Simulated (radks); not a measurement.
Polarisability of the fluorine ion F+, [He] 2s2 2p4, at imaginary frequency. Method: non-relativistic Kohn-Sham, LB94 model potential, spin-unpolarised, spherical densities, point nucleus; computed with a radial shooting solver on a logarithmic mesh with Libxc functionals. Response by self-consistent Sternheimer equations with the Hartree and adiabatic LDA kernel.

w (hartree)  alpha1(iw) (bohr^3)
0.00266                    1.783
0.0143                     1.783
0.0360                     1.781
0.0697                     1.776
0.118                      1.765
0.186                      1.739
0.280                      1.687
0.413                      1.593
0.605                      1.436
0.892                      1.202
1.35                      0.9000
2.12                      0.5737
3.59                      0.2894
6.94                      0.1024
17.5                     0.01977

Static values: alpha1 = 1.783 bohr^3 (0.2642 angstrom^3; uncoupled 2.237). C6 = 3.298, triple-dipole C9 = 4.188 atomic units. One-pole (London) frequency 4 C6 / (3 alpha1^2) = 1.383 hartree, against 1.346 for minus the highest occupied eigenvalue.
